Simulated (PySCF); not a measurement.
NMR data simulated for an unnamed compound:

1H NMR (600 MHz, computed): δ 4.32 (m, 1H), 3.22 (s, 3H), 2.60 (s, 3H), 1.18 (d, 3H), 1.17 (d, 3H), 0.77 (br s, 2H), 0.72 (br s, 1H).

13C{1H} NMR (computed): δ 65.9 (CH), 29.0 (CH3), 28.4 (CH3), 28.0 (CH3).

[PySCF 2.14: geometry: GFN2-xTB; NMR shieldings at PBE0/pcSseg-1/GIAO; no solvent model; rapidly exchanging positions averaged; one computed conformer; non-relativistic Hamiltonian]

Shifts are taken against calculated references (same method and geometry level): 1H (31.72 ppm) and 13C (186.93 ppm) vs TMS.

**Question.** Which of these does the molecule contain: a CF3 group, an NH or NH2 group, a Si–H bond, a nitrile, a (CH3)2CH unit, a tert-butyl group?

**Answer.** 
- A CF3 group: no.
- An NH or NH2 group: yes (δH 0.72 (br s)).
- A Si–H bond: yes (δH 3.22 (s)).
- A nitrile: no.
- A (CH3)2CH unit: yes (δC 28.4, 65.9, 28.0; δH 1.17 (d), 4.32 (m), 1.18 (d)).
- A tert-butyl group: no.

The data belong to `[SiH3][Si@](NC)(N)OC(C)C`, C₄H₁₆N₂OSi₂; they needn't prove each group on their own.

Carbon signals by region: 1 at 50–100 ppm, 3 below 50 ppm.

OH and NH positions are those of a molecule without intermolecular hydrogen bonds; in solution they move with solvent, concentration and temperature, and exchange usually removes their couplings. Shifts are as computed. Against solution values, carbons near 30 ppm lie about +3 ppm off and those near 130 ppm about +5 ppm. Of 1211 compounds with measured shifts, 218 miss one by over three times the rms of a fit or turn the order of signals round; such compounds aren't used in these exercises. No couplings were computed; multiplicities are counted from neighbouring protons, with m where these are inequivalent, close in shift, in a saturated or five-membered ring or joined by F or P, and br s for small geminal =CH2 splittings.
